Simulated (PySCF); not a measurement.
# One molecule, a ladder of functionals, a line

Molecule: `[BH2-](B(F)F)[PH3+]`, B$_{2}$F$_{2}$H$_{5}$P.

Mapped SMILES: `[F:1][B:2]([F:3])[BH2-:4][PH3+:5]` (H(Xn): hydrogen on atom n).

GIAO shieldings (ppm, equivalent atoms averaged) in PySCF 2.14 on the PBE0-D3(BJ)/def2-SVP geometry, basis pcSseg-2, gas phase, non-relativistic:

```csv
functional,exact exchange (%),σ(F1/F3),σ(B2)
BLYP,0,199.5,55.2
BP86,0,197.4,58.2
PBE,0,195.0,57.3
B3LYP,20,215.3,59.3
PBE0,25,215.8,62.5
mPW1PW91,25,217.4,62.5
HF,100,267.8,77.8
```

**Question.** Fit each shielding as a line in the percentage of exact exchange.

**Answer.** σ(F1/F3) = 198.4 + 0.70 x (rms 1.9 ppm); σ(B2) = 56.7 + 0.21 x (rms 1.1 ppm). The functionals also differ in their semilocal parts, which the line can't hold; Hartree–Fock has no correlation at all.

**Question.** What does the line predict for BHandHLYP (50 %), and what does the run give?

**Answer.** σ(F1/F3): 233.4 predicted, 236.6 computed; σ(B2): 67.2 predicted, 65.7 computed ppm.
